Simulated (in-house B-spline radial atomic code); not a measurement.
Results of a calculation; reference values are marked as such.
## Rb⁺ at several levels of theory

Ground configuration [Ar] 3d10 4s2 4p6. All numbers come from a B-spline radial code for spherical atoms, all electrons, at the radial basis limit. Mean-field, RPA, GW and linear-response runs are scalar-relativistic (one-electron X2C), no spin-orbit coupling, without Breit or QED terms, open shells spin-polarised at highest spin; the many-body runs on Dirac-Hartree-Fock orbitals are four-component, and their energies hold both.

**Ionisation energy.** The reference is 27.290 eV (NIST, measured). It runs between the lowest fine-structure levels, while the runs without spin-orbit coupling give shell averages, so part of their difference is this splitting, and a close match can be a cancellation.

```tsv
method	value (eV)	minus reference (eV)
minus the highest LDA VWN5 level	21.79	-5.50
minus the highest PBE level	21.65	-5.64
G0W0 on PBE	27.46	+0.17
minus the highest r2SCAN level	22.16	-5.13
minus the highest PBE0 level	23.39	-3.90
G0W0 on PBE0	27.64	+0.35
minus the highest B3LYP (VWN-RPA) level	23.03	-4.26
minus the highest CAM-B3LYP level	24.84	-2.45
minus the highest LC-wPBE level	26.35	-0.94
minus the highest Hartree-Fock level	27.47	+0.18
G0W0 on Hartree-Fock	28.01	+0.72
Dirac-Fock + self-energy with TDHF screening (4p3/2)	27.32	+0.03
```

Which methods come closest, and which lies farthest off?

Closest: Dirac-Fock + self-energy with TDHF screening (4p3/2) (+0.03 eV) and G0W0 on PBE (+0.17 eV). Farthest: minus the highest PBE level (-5.64 eV). The TDHF-screened form was chosen among four for its agreement on 13 closed-shell atoms.

**Static dipole polarisability and C6** of two like species, by linear response (no reference value is at hand):

```csv
method,α (bohr³),C6 (hartree·bohr⁶)
LDA VWN5,9.464,57.62
PBE,9.493,57.94
PBE0,9.294,56.49
B3LYP (VWN-RPA),9.395,57.16
CAM-B3LYP,9.358,56.88
LC-wPBE,9.246,56.15
TDHF,9.067,54.92
relativistic RPA (four-component TDHF),9.076,54.96
```

What mean excitation energy do α and C6 imply in London's formula C6 = (3/4) α² ω?

LDA VWN5: ω = 0.858 hartree; relativistic RPA (four-component TDHF): ω = 0.890 hartree. A method that puts the excitations lower gives a larger α and a smaller ω.

Run times on one thread of shared hosts: mean field, RPA, SOSEX and G0W0 on PBE, 3.6 s (Arm Neoverse N1); TDDFT with PBE, 2.8 s (Arm Neoverse N1); removal energies by the self-energy, 39 s (AMD EPYC 7R43 64-Core Processor).
